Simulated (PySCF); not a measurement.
Indirect couplings

Cartesian coordinates in Å; atom numbers follow the order of the lines, from 1:
```xyz
17

O     2.646    0.441   -0.153
C     1.500    0.275    0.182
C     0.500    1.402    0.297
C    -0.751    1.096   -0.531
C    -1.355   -0.242   -0.120
C    -0.331   -1.356   -0.305
C     0.926   -1.080    0.524
H     0.223    1.504    1.349
H     0.964    2.333   -0.032
H    -1.480    1.897   -0.397
H    -0.481    1.062   -1.588
H    -2.239   -0.450   -0.726
H    -1.668   -0.200    0.925
H    -0.757   -2.317   -0.009
H    -0.055   -1.424   -1.360
H     1.682   -1.848    0.351
H     0.667   -1.081    1.585
```

Couplings: B3LYP/pcJ-1 (without the spin–dipole term) in PySCF 2.14, geometry GFN2-xTB; gas phase, one conformer, non-relativistic. Couplings are averaged over pairs made equivalent by symmetry, fast rotation or ring inversion, so a value needn't be that of the named pair in this geometry, while other rotamers aren't included; one pair stands for each set, and the list holds a selection of those of at least 1.5 Hz over up to four bonds, among pairs with at least one C or H atom (others weren't computed).

Isotopes: 13C, 1H, 17O. Couplings to quadrupolar nuclei such as 17O and 33S are rarely resolved in practice.

```csv
pair,bonds,J (Hz)
"O1, C2",1,?
"C2, C3",1,39.8
"C3, C4",1,30.2
"C3, H8",1,?
"C4, C5",1,32.8
"C4, H10",1,135.4
"C5, H12",1,133.0
"C2, C4",2,-1.7
"C3, C7",2,13.2
"C3, H10",2,-2.8
"C4, H8",2,-4.0
"C4, H12",2,-2.9
"C5, H10",2,-3.2
"H8, H9",2,?
"H10, H11",2,-13.5
"H12, H13",2,-13.6
"O1, H8",3,-1.6
"C2, C5",3,2.3
"C2, H10",3,?
"C3, H12",3,?
"C4, H14",3,6.7
"C5, H8",3,5.4
"H8, H10",3,5.1
"H8, H11",3,?
"H10, H12",3,?
"H10, H13",3,?
```

Estimate the withheld couplings, with signs.

Answers


- 1J(O1,C2) = 34.1 Hz (bond length 1.205 Å)
- 1J(C3,H8) = 134.7 Hz (mean over equivalent pairs that range from 130.2 to 139.2 Hz in this conformer)
- 2J(H8,H9) = -13.8 Hz
- 3J(C2,H10) = 5.3 Hz (mean over equivalent pairs that range from 1.7 to 8.8 Hz in this conformer)
- 3J(C3,H12) = 6.1 Hz (mean over equivalent pairs that range from 2.9 to 9.2 Hz in this conformer)
- 3J(H8,H11) = 9.2 Hz (mean over equivalent pairs that range from 3.2 to 15.2 Hz in this conformer)
- 3J(H10,H12) = 8.5 Hz (mean over equivalent pairs that range from 3.4 to 13.5 Hz in this conformer)
- 3J(H10,H13) = 3.5 Hz
